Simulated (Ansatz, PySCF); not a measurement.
1-chloroethenyl(methyl)silane (C3H7ClSi), SMILES C(=C)([SiH2]C)Cl. Atoms are numbered in the order given.

```xyz
12

C     -1.8684    -0.9183    -0.3521
C     -0.7872    -0.2115    -0.0091
Cl    -0.5561     0.2771     1.6770
Si     0.6050     0.3478    -1.1544
C      2.2483    -0.3122    -0.5259
H     -2.0081    -1.2203    -1.3941
H     -2.6329    -1.2115     0.3733
H      0.2866    -0.1674    -2.5188
H      0.6215     1.8388    -1.1836
H      2.2592    -1.4133    -0.5456
H      2.4075     0.0143     0.5135
H      3.0861     0.0555    -1.1391
```

Geometry optimised at B3LYP-D3(BJ)/def2-SVP. One conformer was computed; it need not be the lowest.

Two levels are set side by side: PBE-D3(BJ)/def2-SVP (Ansatz, an electronic-structure program) and B3LYP-D3(BJ)/def2-SVP (Ansatz). Each level has its own optimised geometry; the coordinates shown are those of the second. Frequencies come from the Hessian of PySCF at each geometry. Differences are taken from unrounded values.

| quantity | B3LYP-D3(BJ) |
|---|---|
| mean bond length (Å) | 1.395 |
| bond C1–C2 (Å) | 1.336 |
| bond C2–Cl3 (Å) | 1.771 |
| bond C2–Si4 (Å) | 1.887 |
| bond Si4–C5 (Å) | 1.879 |
| bond C1–H6 (Å) | 1.094 |
| bond C1–H7 (Å) | 1.094 |
| bond Si4–H8 (Å) | 1.493 |
| bond Si4–H9 (Å) | 1.491 |
| bond C5–H10 (Å) | 1.101 |
| bond C5–H11 (Å) | 1.101 |
| bond C5–H12 (Å) | 1.101 |
| highest harmonic wavenumber (cm⁻¹) | 3234 |
| mean harmonic wavenumber (cm⁻¹) | 1269 |
| zero-point energy (kcal/mol) | 54.43 |

### Question
What does PBE-D3(BJ) give, and how far is it from B3LYP-D3(BJ)? (The exact figures need the calculation; the answer reports its results.)

### Answer

```csv
quantity,PBE-D3(BJ),PBE-D3(BJ) minus B3LYP-D3(BJ)
mean bond length (Å),1.403,0.007
bond C1–C2 (Å),1.346,0.009
bond C2–Cl3 (Å),1.767,-0.004
bond C2–Si4 (Å),1.894,0.006
bond Si4–C5 (Å),1.885,0.006
bond C1–H6 (Å),1.102,0.008
bond C1–H7 (Å),1.102,0.008
bond Si4–H8 (Å),1.506,0.013
bond Si4–H9 (Å),1.505,0.014
bond C5–H10 (Å),1.108,0.007
bond C5–H11 (Å),1.108,0.007
bond C5–H12 (Å),1.108,0.007
highest harmonic wavenumber (cm⁻¹),3174,-61
mean harmonic wavenumber (cm⁻¹),1234,-35
zero-point energy (kcal/mol),52.93,-1.50
```

GGA bonds tend to be longer and softer than those of functionals with exact exchange. Differences between two approximate levels are no errors against the true value.
